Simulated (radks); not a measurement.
The numbers below are computed, except where a source is named.
Species: W56+. Configuration: [Ar].

Code: a radial shooting solver on a logarithmic mesh with Libxc functionals. Model: Dirac Kohn-Sham, BLYP, spin-unpolarised, spherical densities, finite nucleus; Fermi nuclear charge, rms radius 5.3658 fm.

Energy parts (eV):
part                      energy
total                 -352600.36
kinetic                406563.34
electron-nucleus      -794893.09
Hartree                 40624.53
exchange-correlation    -4895.13

Orbitals (lengths in bohr, moments of r in powers of bohr; r(90%) holds 90 % of the orbital's charge):
orbital,occ.,eigenvalue (eV),<r>,r(90%),<1/r>,<r^4>
1s1/2,2,-73477.95,0.01835,0.0334,87.05,5.818e-07
2s1/2,2,-15959.12,0.07628,0.119,21.38,0.00008313
2p1/2,2,-15477.31,0.06308,0.105,21.30,0.00004983
2p3/2,4,-14102.29,0.07081,0.115,17.92,0.00007173
3s1/2,2,-6211.368,0.1872,0.273,8.468,0.002370
3p1/2,2,-6027.911,0.1761,0.263,8.390,0.001999
3p3/2,4,-5674.916,0.1880,0.279,7.485,0.002538
3d3/2,0,-5418.357,0.1614,0.247,7.356,0.001514
3d5/2,0,-5335.827,0.1650,0.251,7.142,0.001629
4s1/2,0,-3258.270,0.3571,0.505,4.350,0.02850

The highest occupied level is 3p3/2 at -5674.9 eV. For comparison, the ionisation energy in NIST's Atomic Spectra Database is 5719 eV (semi-empirical). In exact Kohn-Sham theory the highest level is minus the ionisation energy, but local and semilocal functionals leave it too shallow, through self-interaction and a potential that decays too fast; potentials with the right tail come closer. The electron density at the nucleus is 1.423e+06 e/bohr^3.
